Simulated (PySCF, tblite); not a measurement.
Compound: C3H12N2Si3.
Cartesian coordinates in Å at the GFN2-xTB level; atoms count from 1:
```
atom  x, y, z in Å
N1    -1.5188   -3.2697   -0.7777
C2    -1.0683   -2.7882    0.1595
C3    -0.4843   -2.1428    1.2846
Si4    0.1135   -0.3673    0.7888
C5     1.3007   -0.6132   -0.6852
Si6    2.0505    0.9710   -1.4112
Si7   -1.7180    0.9621    0.3247
N8    -1.1345    2.5765    0.4885
H9     0.3544   -2.7442    1.6363
H10   -1.2216   -2.0863    2.0852
H11    0.9427    0.0210    1.9508
H12    0.7608   -1.1364   -1.4768
H13    2.1122   -1.2807   -0.3895
H14    3.0463    0.6438   -2.4339
H15    2.6871    1.7497   -0.3450
H16    0.9866    1.7830   -2.0125
H17   -2.7996    0.8913    1.3164
H18   -2.3406    0.6582   -0.9783
H19   -0.2817    2.8447    0.0247
H20   -1.7925    3.3380    0.4477
```

Computed with PBE0/pcSseg-1 in PySCF (dipole) on a GFN2-xTB geometry, gas phase.

Masses are those of the commonest isotopes; rigid-rotor values at the optimised geometry. The values belong to one conformer with, in the numbering `[N:1]#[C:2][CH2:3][Si@@H:4]([CH2:5][SiH3:6])[SiH2:7][NH2:8]`, C2–C3–Si4–C5 -56°, C3–Si4–C5–Si6 180°, C3–Si4–Si7–N8 159°, Si4–Si7–N8–H 49° and -172°.

Give the principal moments of inertia and the rotational constants in GHz.

Ia = 428.26, Ib = 606.82, Ic = 874.25 u·Å²; 505379 MHz·u·Å²/I gives 1180, 832.8 and 578.1 MHz, that is A = 1.1801, B = 0.8328, C = 0.5781 GHz.

What kind of rotor is it?

An asymmetric top. Ray's parameter κ = (2B − A − C)/(A − C) = -0.154; −1 is the prolate and +1 the oblate limit.

What does the inertial defect say?

Not planar: Δ = Ic − Ia − Ib = -160.83 u·Å². For a rigid frame Δ = −2 Σ m c², so Σ m c² = 80.41 u·Å² lies off the ab plane: 18.18 from hydrogen and 62.23 from heavier atoms. The atom farthest from that plane is 2.25 Å away.

Give the other two planar moments, Paa and Pbb, and the rms extents of the mass along the axes.

Paa = Σ m a² = (Ib + Ic − Ia)/2 = 526.41 and Pbb = Σ m b² = (Ia + Ic − Ib)/2 = 347.84 u·Å². With the mass M = 160.03 u, the rms extents √(P/M) along a, b and c are 1.81, 1.47, 0.71 Å.

List the rotational levels J(Ka,Kc) to J = 3 (MHz).

Above 0(0,0):
J = 1: 1(0,1) 1411, 1(1,1) 1758, 1(1,0) 2013
J = 2: 2(0,2) 4135, 2(1,2) 4325, 2(1,1) 5089, 2(2,1) 6131, 2(2,0) 6229
J = 3: 3(0,3) 8045, 3(1,3) 8123, 3(1,2) 9626, 3(2,2) 10364, 3(2,1) 10784, 3(3,1) 12790, 3(3,0) 12815
Those of J = 1 are B + C, A + C and A + B.

Which lines would a microwave search look for?

The dipole components are |μa| = 2.71 D, |μb| = 0.56 D, |μc| = 2.42 D. Intensities carry the squares of the components, which stand as 1.00 : 0.04 : 0.80 (a : b : c). Some lines, for components of 0.1 D or more:

```
type  branch         J(Ka,Kc)   MHz  lower level (cm⁻¹)
   b       Q  1(1,0) ← 1(0,1)   602               0.047
   c       Q  3(2,2) ← 3(1,2)   738               0.321
   b       Q  2(1,1) ← 2(0,2)   954               0.138
   c       Q  2(2,1) ← 2(1,1)  1042               0.170
   b       Q  2(2,0) ← 2(1,1)  1139               0.170
   c       R  1(1,0) ← 0(0,0)  2013               0.000
   a       R  2(1,2) ← 1(1,1)  2567               0.059
   c       R  2(1,1) ← 1(0,1)  3679               0.047
   b       R  3(1,3) ← 2(0,2)  3988               0.138
   b       R  2(2,1) ← 1(1,0)  4118               0.067
   c       R  2(2,0) ← 1(1,0)  4216               0.067
   c       R  2(2,1) ← 1(1,1)  4373               0.059
   a       R  3(2,1) ← 2(2,0)  4555               0.208
   c       R  3(2,1) ← 2(1,1)  5694               0.170
   c       R  3(3,0) ← 2(2,0)  6587               0.208
   b       R  3(3,0) ← 2(2,1)  6684               0.205
```

Estimate the classical rotational partition function at 25 K, 50 K and 200 K.

Point group C1, symmetry number σ = 1; q = (√π/σ)·√((kT/h)³/(ABC)), k/h = 20836.6 MHz/K: 28000 at 25 K, 79100 at 50 K, 633000 at 200 K.

Its GFN2-xTB frequencies are all real (lowest 31 cm⁻¹). Constants of a rigid frame at the computed geometry: no zero-point averaging, no centrifugal distortion. A rigid rotor knows nothing of inversion at nitrogen or internal rotation, which can split or shift real lines. Quadrupole hyperfine structure (14N) is left out.
